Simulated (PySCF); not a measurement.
Excitation energy of Dy²⁺ by level of theory

Dy²⁺ [Xe] 4f10 (high-spin determinant) → Dy²⁺ [Xe] 4f9 5d1 (high-spin determinant), as a difference of total energies. Calculation: PySCF 2.14, in ANO-RCC-VTZP (8s7p5d3f2g1h, 104 functions); the spin-free X2C one-electron Hamiltonian (Gaussian nucleus). Correlated levels: valence: [Kr] 4d10 frozen; valence and next inner shell: [Ar] 3d10 frozen. The calculations carry no spin-orbit coupling.

```csv
method,excitation energy (cm⁻¹)
UHF,-8917.6
LDA,29663
PBE,28042
PBE0,19702
r2SCAN,23427
MP2 (valence),21015
SCS-MP2 (valence),19979
MP2 (valence and next inner shell),24738
SCS-MP2 (valence and next inner shell),22114
```

A first-order spin-orbit estimate (lowest level to lowest level, LS coupling) adds 0.242 eV.

The determinant of the upper state and of the lower state mixes LS terms, which raises its energy above the lowest term, most at the Hartree-Fock and MP2 levels.
